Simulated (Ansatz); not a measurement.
## Ansatz (development build ahead of 0.2.0) run

```yaml
crystal:
  periodic: [false, false, false]
  atoms:
    - { symbol: "N", position_ang: [0.00423, -0.00189, -1.42493] }
    - { symbol: H, position_ang: [0.94888, 0.00895, -1.80996] }
    - { symbol: H, position_ang: [-0.47756, 0.82134, -1.80398] }
    - { symbol: H, position_ang: [-0.47272, -0.82481, -1.80443] }
    - { symbol: Cu, position_ang: [-0.00163, 0.00442, 0.52044] }
basis:
  gaussian: { orbitals: cc-pVDZ }
total_charge: 1
hamiltonian:
  xc: hf
correlation:
  method: mp2
  frozen_orbitals: { Cu: 5, H: 0, "N": 1 }
```

The input is written out in the form of the current development build from the run's settings.

Results

```yaml
Converged: yes
Reference_energy: -1694.99063 hartree
Correlation_energy: -0.84253 hartree
Total_energy: -1695.83316 hartree
Spin_squared_of_the_determinant: 0.000
```
